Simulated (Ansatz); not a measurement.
# Abstraction of Cl: C2H5Cl2Ga + C2HF2 → C2H5ClGa + C2HClF2

Gas-phase species: C2H5Cl2Ga `C[CH2][Ga]([Cl])[Cl]`, singlet; C2HF2 `F/[C]=C\F`, doublet; C2H5ClGa `C[CH2][Ga][Cl]`, doublet; C2HClF2 `F/C=C(\F)Cl`, singlet. A radical takes Cl: the energy is the difference in strength between the Ga–Cl bond broken and the C–Cl bond made.

Shapes, held fixed at every level: PBE0-D4/def2-TZVP. Flexible molecules stand in one conformer, not always the lowest. Programs: Ansatz 0.2.0. Electronic energies: no zero-point or thermal term.

```
               level                    kind  ΔE (kJ/mol)  CPU time (sum over the molecules)
         HF/def2-SVP            Hartree–Fock        +94.5                                  –
    SPW92/def2-TZVPP                     LDA         -8.0                               19 s
   PBE-D4/def2-TZVPP                     GGA        +11.0                               39 s
r2SCAN-D4/def2-TZVPP                meta-GGA        +32.7                               83 s
  PBE0-D4/def2-TZVPP           global hybrid        +23.6                               55 s
  wB97M-V/def2-TZVPP  range-separated hybrid        +20.8                              3 min
   B2PLYP/def2-TZVPP           double hybrid        +28.0                               79 s
```

B2PLYP/def2-TZVPP gives ΔE = +28.0 kJ/mol; the levels span -8.0 to +94.5. They disagree on the sign: 6 of 7 are positive. The median of the levels is +23.6. No measured value is set beside it here. Spin contamination: C2HF2 (⟨S²⟩ up to 0.94). Open shells run unrestricted. Relativity is left out for Ga. Outer-core shells of Ga are correlated, in sets that cover them unevenly. Times are processor times on shared x86 and Arm servers, and rough.
